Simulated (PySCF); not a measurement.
**ScOF: from structure and modes to constants**

Level of theory: PBE0/[Sc def2-TZVP, O def2-TZVP, F def2-TZVP], no relativity, density fitting, PySCF.

The singlet minimum has Cs symmetry. Masses (u): Sc 44.95591, O 15.99492, F 18.99840.

```xyz
3
charge 0 multiplicity 1, angstrom
Sc   -0.0891    0.0000   -0.3897
O    -1.5658    0.0000    0.3932
F     1.5292    0.0000    0.5880
```

Harmonic wavenumbers (cm⁻¹): 192.1 (a', ×1), 633.1 (a', ×1), 991.6 (a', ×1).

Question: Find the principal moments of inertia and the rotational constants. What kind of rotor is it?

Answer: About the centre of mass I = 14.751, 85.113, 99.865 u Å². With B = 16.8576/I this gives 1.143, 0.1981, 0.1688 cm⁻¹. The molecule is an asymmetric top with κ = -0.94.

Question: What is the harmonic zero-point energy?

Answer: Half the sum of all 3 wavenumbers, 1817/2 = 908 cm⁻¹, which is 10.9 kJ/mol (1 cm⁻¹ = 0.0119627 kJ/mol).

Question: Give the standard entropy (298.15 K, 1 bar) by its translational, rotational, vibrational and spin parts, and Cp.

Answer: Sackur–Tetrode with M = 79.95 u gives 163.5; rotation with symmetry number 1 gives 97.3; vibration 11.3; spin R ln 1 = 0.0. The total is 272.1 J/(mol K), and Cp = 4 R + 13.4 = 46.6 J/(mol K).

Only a few start shapes were tried, so a lower isomer may exist.
